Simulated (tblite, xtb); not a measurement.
Cl₂Se, triplet, geometry from GFN2-xTB (a higher spin typed on purpose: for a closed-shell molecule this is an excited state). Base run: GFN1-xTB (xtb).

xtb was given this input:
```
$ xtb mol.xyz --gfn 1 --uhf 2 --json

# file mol.xyz
3

Se     0.09038564     0.10880543     0.81783642
Cl     0.97674330     1.18139250    -0.74251873
Cl    -1.15751457    -1.39900335    -0.89315413
```

Programs used: tblite, xtb; a row that names a program was run with it.

Variants of this job, named by their change:

```
change                                                         ΔE vs base (kcal/mol)  dipole (D)  SCF cycles
-------------------------------------------------------------  ---------------------  ----------  ----------
base                                                                           0.000        3.75          11
etemp = 3000                                                                   -3.75        3.17          10
acc = 1000                                                                     0.000        3.76           8
file = coord                                                                   0.000        3.75          11
alpb = dmf                                                                     -5.98        4.72          10
program = tblite; method = gfn1; option = (--guess, eeq)                      -0.003           -           -
etemp = 5000                                                                  -11.63        2.75           9
program = tblite; method = gfn1; option = (--efield, 0,0,0.1)                  -1.23           -           -
program = tblite; method = gfn1; option = (--etemp, 2000)                      -1.33           -           -
```

ALPB and GBSA are two models with their own fitted parameters for each solvent, which aren't always the measured dielectric constant.
